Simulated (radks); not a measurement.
Values are calculated unless marked as measured or tabulated.
Problem. The scandium ion Sc+, configuration [Ar] 3d1 4s1. Level of theory: scalar-relativistic Kohn-Sham, BLYP, spin-unpolarised, spherical densities, finite nucleus; Fermi nuclear charge, rms radius 3.5459 fm (a radial shooting solver on a logarithmic mesh with Libxc functionals). Some entries of the table are withheld. Estimate them.

| orbital | occ. | eigenvalue (Ry) | <r> (bohr) |
|---|---|---|---|
| 1s | 2 | -323.8539 | 0.07304 |
| 2s | 2 | -35.37446 | 0.3437 |
| 2p | 6 | -29.06446 | 0.3077 |
| 3s | 2 | -4.54162 | 1.075 |
| 3p | 6 | (1) | 1.168 |
| 3d | 1 | -0.72789 | 1.709 |
| 4s | 1 | (2) | 3.351 |

Solution. 
(1) 3p eigenvalue (Ry): -2.97210
(2) 4s eigenvalue (Ry): -0.71675
